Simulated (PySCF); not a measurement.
Radial density of Ag (silver, neutral)

TPSS, [Kr] 4d10 5s1, 2S determinant. Calculation: PySCF 2.14, in def2-TZVP with the def2 core potential (28 electrons) (6s4p3d1f, 40 functions); scalar relativity through the core potential. This is the valence pseudo-density: the core potential removes the inner electrons and smooths the orbitals near the nucleus.

```csv
r (bohr),4πr²ρ (e/bohr),4πr²(ρα − ρβ)
0.0315,1.233e-05,0.0000
0.0530,5.321e-05,0.0000
0.0892,0.0003859,0.0000
0.150,0.004626,0.0000
0.252,0.07738,-0.0003
0.424,1.803,0.0025
0.714,14.96,-0.0018
1.20,13.68,-0.0575
2.02,3.157,0.3489
3.40,0.5787,0.3162
5.71,0.03924,0.0365
9.61,0.0004544,0.0005
```

Energies and moments cover only the electrons outside the core potential.

Q: Where is the radial spin density 4πr²(ρα − ρβ) most negative, and why is it negative at all?

A: Around r = 1.20 bohr, down to -0.0575 e/bohr: exchange with the open shell polarises the paired shells in an unrestricted calculation.
